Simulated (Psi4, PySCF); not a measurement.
Interaction energy of CH4 ··· CH5N (SMILES C and CN). Monomers: optimised at B3LYP-D3(BJ) (def2-TZVP), held rigid. Orientation: a random orientation, not optimised. The monomers approach along the line of their centres of mass (distance R); nothing else relaxes.

Geometry at R = 3.85 Å (first 5 atoms: monomer A):
```
12

C      0.0000     0.0000     0.0000
H     -0.6152    -0.8000    -0.4097
H     -0.4095     0.9633    -0.3009
H      0.0071    -0.0679     1.0870
H      1.0176    -0.0955    -0.3763
C     -0.2269    -1.8956    -3.2305
N      0.6057    -0.9134    -3.9238
H     -0.1559    -2.8544    -3.7464
H      0.1580    -2.0432    -2.2202
H     -1.2910    -1.6334    -3.1509
H      0.2759    -0.7675    -4.8702
H      0.5665    -0.0157    -3.4564
```

Computed with: M06-2X/def2-TZVP, counterpoise-corrected (Psi4); revPBE-D3(BJ)/def2-TZVP, counterpoise-corrected (Psi4); RKS-B3LYP/LANL2DZ = restricted B3LYP/LANL2DZ, no counterpoise correction (PySCF 2.14.0); SAPT0/jun-cc-pVDZ, frozen core (Psi4).

Interaction energies in kcal/mol:

| R / Å | M06-2X/def2-TZVP | revPBE-D3(BJ)/def2-TZVP | RKS-B3LYP/LANL2DZ |
|---|---|---|---|
| 3.21 | 3.36 | 3.76 | 5.42 |
| 3.41 | 1.08 | 1.22 | 2.51 |
| 3.63 | 0.04 | -0.09 | 0.98 |
| 3.85 | -0.29 | -0.61 | 0.33 |
| 4.08 | -0.35 | -0.75 | 0.08 |
| 4.26 | -0.35 | -0.74 | 0.01 |
| 4.57 | -0.30 | -0.60 | -0.02 |
| 4.88 | -0.24 | -0.45 | -0.01 |
| 5.31 | -0.16 | -0.27 | -0.01 |
| 6.06 | -0.05 | -0.11 | -0.01 |
| 7.05 | -0.01 | -0.04 | 0.00 |
| 8.36 | 0.00 | -0.01 | 0.00 |

### Question
Estimate the SAPT0/jun-cc-pVDZ values at these points.

### Answer
3.21: 4.34; 3.41: 1.85; 3.63: 0.53; 3.85: -0.03; 4.08: -0.24; 4.26: -0.27; 4.57: -0.24; 4.88: -0.18; 5.31: -0.12; 6.06: -0.05; 7.05: -0.02; 8.36: -0.01 (kcal/mol).
